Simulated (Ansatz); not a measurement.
Total energies of `Cc1csc(-c2sc(-c3sc(-c4sc(-c5sc(-c6sc(-c7sc(-c8sccc8C)cc7C)cc6C)cc5C)cc4C)cc3C)cc2C)c1` from Ansatz at PBE-D4/def2-SVP, gas phase (1 Eh = 27.2114 eV = 2625.5 kJ/mol). The reference geometry is relaxed at PBE-D4/def2-SVP.

```json
{"state": "charge 0 singlet", "geometry": "reference", "energy (Eh)": "-4725.02652"}
{"state": "charge 1 doublet", "geometry": "reference", "energy (Eh)": "-4724.83110"}
{"state": "charge -1 doublet", "geometry": "reference", "energy (Eh)": "-4725.08598"}
{"state": "free C atom (triplet)", "geometry": "–", "energy (Eh)": "-37.75124"}
{"state": "free S atom (triplet)", "geometry": "–", "energy (Eh)": "-397.80063"}
{"state": "free H atom (doublet)", "geometry": "–", "energy (Eh)": "-0.49863"}
```

Single mean-field runs in def2-SVP are fitted with def2-universal-jkfit.

Task: Work out the vertical ionisation energy to the doublet.

Result: E(charge 1 doublet) − E(charge 0 singlet) = -4724.83110 − (-4725.02652) = 0.19542 Eh = 5.32 eV. For comparison, −ε of the highest occupied level is 4.11 eV at this level, 1.21 eV less.

Task: Work out the vertical electron affinity, to the doublet.

Result: E(charge 0 singlet) − E(charge -1 doublet) = -4725.02652 − (-4725.08598) = 0.05946 Eh = 1.62 eV. The basis lacks diffuse functions, which makes affinities too small.

Task: Give the fundamental gap IE − EA, the Mulliken electronegativity (IE + EA)/2 and the hardness (IE − EA)/2.

Result: From the values in Eh: IE − EA = 0.19542 − 0.05946 = 0.13596 Eh = 3.70 eV; (IE + EA)/2 = 3.47 eV; (IE − EA)/2 = 1.85 eV. The HOMO–LUMO gap of the same run is 1.40 eV, 2.30 eV smaller than the fundamental gap.

Task: What is the binding energy per atom against free atoms?

Result: Atoms: 40 × (-37.75124) + 8 × (-397.80063) + 34 × (-0.49863) = -4709.40806 Eh. Binding: -4709.40806 − (-4725.02652) = 15.61846 Eh = 425.00 eV, or 5.18 eV for each of 82 atoms (no zero-point energy, no counterpoise term).
